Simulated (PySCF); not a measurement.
C5H14Si2.
SMILES with atom numbers: `[CH3:1][SiH2:2][C@@H:3]1[CH2:4][SiH2:5][C@@H:6]1[CH3:7]`

NICS = −σ at a ghost point: NICS(0) at the centroid of the ring atoms, NICS(1) 1 Å to either side along the normal of their mean plane, zz for the tensor component along that normal. Level: GIAO PBE0/pcSseg-1 (PySCF, non-relativistic, gas phase) on the GFN2-xTB geometry, one conformer.

Ring bond lengths (Å), with Mayer bond orders in brackets: C3–C4 1.548 (0.98), C4–Si5 1.906 (0.93), Si5–C6 1.919 (0.91), C6–C3 1.553 (0.95).

Q: Give the NICS values of each ring in ppm.

A: 
| ring | type | NICS(0) | NICS(1), two faces | NICS(1)zz, two faces | rms pucker (Å) | centre to ring atoms, mean (Å) |
| --- | --- | --- | --- | --- | --- | --- |
| C3–C4–Si5–C6 | 4-membered ring with Si; formal bonds all single | 0.5 | -0.2 / -0.4 | 6.9 / 4.9 | 0.12 | 1.22 |

Q: What can be read from them?

A: 
- C3–C4–Si5–C6: mean NICS(1)zz 5.9 ppm, deshielded. C3, C4, Si5, C6 have four or more neighbours, and the NICS criterion for π rings isn't applied.

Q: What field does 11.7 T along the ring normal induce along that normal at the first NICS(1) probe listed for ring C3–C4–Si5–C6, 1 Å off the ring?

A: NICSzz × B0 = 6.9 ppm × 11.7 T = 81 μT, along the applied field.

Q: How shielded are the nuclei of the rings and their hydrogens (means over atoms taken as equivalent)?

A: 
```
   atoms                  environment  σ isotropic (ppm)  principal values of the symmetric part, first atom (ppm)
      C3  sp3 carbon bound to silicon              160.9                                       139.7, 168.0, 175.1
      C4  sp3 carbon bound to silicon              176.7                                       154.9, 171.2, 203.9
     Si5                 SiH2 silicon              374.5                                       338.7, 364.1, 420.6
      C6  sp3 carbon bound to silicon              162.4                                       144.9, 158.8, 183.5
 H on C3             methine hydrogen              29.45                                          27.1, 28.4, 32.9
 H on C4           methylene hydrogen              30.32                                          26.4, 27.1, 37.4
 H on C4           methylene hydrogen              30.28                                          26.9, 28.8, 35.2
H on Si5                Si–H hydrogen              26.72                                          24.3, 24.4, 31.5
H on Si5                Si–H hydrogen              27.07                                          24.0, 24.6, 32.7
 H on C6             methine hydrogen              29.76                                          25.7, 28.5, 35.1
```

The values belong to the conformer `[CH3:1][SiH2:2][C@@H:3]1[CH2:4][SiH2:5][C@@H:6]1[CH3:7]`: C1–Si2–C3–C4 -175°.
